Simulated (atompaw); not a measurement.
**Reading a pseudo-wave (niobium (Nb))**

Columns: radius, all-electron u(r) and pseudo u(r) of the 4p shell (level -32.82 eV) of niobium in the configuration [Ar] 3d10 4s2 4p6 4d5 5s0 5p0; PBE, scalar-relativistic, PAW (atompaw) scheme, atompaw 4.2.0.5.

```csv
r (bohr),all-electron,pseudo
0.096,0.3083,0.0201
0.192,-0.1485,0.0788
0.288,-0.4829,0.1708
0.385,-0.4545,0.2896
0.481,-0.2053,0.4226
0.577,0.1131,0.5599
0.673,0.4118,0.6907
0.769,0.6512,0.8051
0.865,0.8219,0.8955
0.962,0.9286,0.9574
1.058,0.9792,0.9877
1.154,0.9869,0.9885
1.250,0.9635,0.9636
1.346,0.9187,0.9187
1.442,0.8605,0.8605
1.538,0.7950,0.7950
1.635,0.7259,0.7259
1.731,0.6577,0.6577
1.827,0.5918,0.5918
1.923,0.5296,0.5296
2.019,0.4717,0.4717
2.115,0.4185,0.4185
2.212,0.3697,0.3697
2.308,0.3261,0.3261
2.404,0.2870,0.2870
2.500,0.2521,0.2521
```

Question: How many radial nodes do the two functions have?

Answer: The all-electron 4p function has n − l − 1 = 2; the pseudo-wave has 0, since the states of the same l below it are removed with the core.

Question: At about which radius was the pseudo-wave matched?

Answer: 1.35 bohr. The columns agree to 0.0005 from 1.25 bohr on; several derivatives are matched, so the curves merge somewhat inside the radius.

Question: Is the pseudo-wave norm-conserving?

Answer: No, it belongs to a PAW set: the norm inside the radius is not constrained, and the difference is carried by the augmentation charge.
